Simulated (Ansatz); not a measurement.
`C[S][AlH][Cl]` + H₂ → `C[S][AlH2]` + HCl  (hydrogenolysis of the Al–Cl bond)

Calculated with Ansatz (gas phase, PBE0-D4/def2-TZVP geometries, no zero-point term in ΔE). CCSD(T)/CBS adds triple-zeta CCSD(T) − MP2 to the extrapolated MP2 energy (def2 sets, frozen cores). This one scheme is used for every species. Functionals use def2-TZVPP. B3LYP here is the variant with VWN-RPA as its local correlation; programs differ in this. One conformer a species, not always the lowest.

`C[S][AlH][Cl]`:

Z-matrix (Å, degrees):
```
C
S 1 1.824
H 1 1.091 2 112.0
H 1 1.089 2 108.6 3 120.5
H 1 1.089 2 108.7 3 -120.5
Al 2 2.158 1 100.1 3 0.2
Cl 6 2.092 2 118.0 1 180.0
H 6 1.574 2 120.9 1 -0.0
```

H₂:

```xyz
2

H    -0.102    0.359   -0.009
H     0.102   -0.359    0.009
```

`C[S][AlH2]`:

Cartesian coordinates in Å:
```
C -1.254 -0.527 -0.252
S 0.357 -0.536 -1.102
Al 1.603 0.625 0.239
H -1.993 -0.068 -0.907
H -1.211 0.028 0.685
H -1.547 -1.556 -0.047
H 0.931 1.190 1.558
H 3.112 0.844 -0.174
```

HCl:

Z-matrix (Å, degrees):
```
Cl
H 1 1.279
```

| level | ΔE (kcal/mol) | difference from CCSD(T)/CBS |
| --- | --- | --- |
| revPBE-D4 | 34.6 | -0.7 |
| B3LYP-D4 | 34.6 | -0.7 |
| r2SCAN0-D4 | 36.0 | 0.7 |
| ωB97M-V | 34.8 | -0.5 |
| revPBE | 33.2 | -2.1 |
| CAM-B3LYP | 33.1 | -2.2 |
| HF/def2-TZVPP | 32.7 | -2.6 |
| SCS-MP2/def2-TZVPP | 34.9 | -0.4 |
| MP2/def2-QZVPP | 37.1 | 1.8 |
| SCS-MP2/def2-QZVPP | 35.6 | 0.3 |
| CCSD(T)/CBS | 35.3 | 0 |

Largest T1 diagnostic among the species: 0.011.

In def2-TZVPP, CCSD(T) changes the Hartree–Fock value by +1.4 kcal/mol (the triples alone add +0.7 kcal/mol) and MP2 by +3.8 kcal/mol. At CCSD(T), def2-SVP lies −2.4 kcal/mol from the extrapolated value and def2-TZVPP −1.2 kcal/mol. Leaving LDA and LC-ωPBE aside and taking each functional with its dispersion term where it has one, the values, not all of them listed here, spread over 3.6 kcal/mol, from B97M-V to r2SCAN-D4.
